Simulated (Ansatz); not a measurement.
Ideal-gas functions of `[CH3][Ti]([F])([F])[F]` at 298.15 K and 1 bar, from an Ansatz frequency run at PBE0-D4/def2-TZVP.

Molar mass 119.9 g/mol, point group C3v (symmetry number 3), electronic degeneracy 1, moments of inertia 162.281, 162.282, 164.742 u Å². Harmonic wavenumbers (cm⁻¹, unscaled): 107, 165, 165, 198, 198, 198, 559, 559, 575, 718, 807, 807, 1169, 1405, 1405, 3033, 3139, 3140.

Use S(trans) = R[1.5 ln M + 2.5 ln T − 1.1517]; rotational temperatures θ = 24.2544 K / I; S(rot) = R[ln(√π/σ · √(T³/θAθBθC)) + 1.5]; for each mode x = 1.438777 ν̃/T, S = R[x/(eˣ − 1) − ln(1 − e⁻ˣ)] and H = RT x/(eˣ − 1); 1 cm⁻¹ = 0.0119627 kJ/mol; R = 8.31446 J/(mol·K).

Question: By hand: the entropy, in J/(mol·K).

Answer: Translation 168.6. Rotation: θ = 0.1495, 0.1495, 0.1472 K, giving 102.9. Vibration, mode by mode: 13.90, 10.43, 10.43, 9.00, 9.00, 9.00, 2.20, 2.20, 2.07, 1.19, 0.84, 0.84, 0.20, 0.07, 0.07, 0.00, 0.00, 0.00, in all 71.5. Electronic 0.0. Sum 343.0 J/(mol·K).

Question: By hand: H − E and G − E in kJ/mol, counted from the electronic energy.

Answer: Zero-point energy ½ × 18347 × 0.0119627 = 109.7; thermal vibration 11.8; translation, rotation and pV give 4 RT = 9.9. H − E = 131.4 kJ/mol, and G − E = 131.4 − 298.15 × 343.0/1000 = 29.1 kJ/mol.

Vibration gives 21 % of the entropy, 13.9 J/(mol·K) of it from the mode under 150 cm⁻¹: soft modes count most, and the harmonic formula is weakest for them.
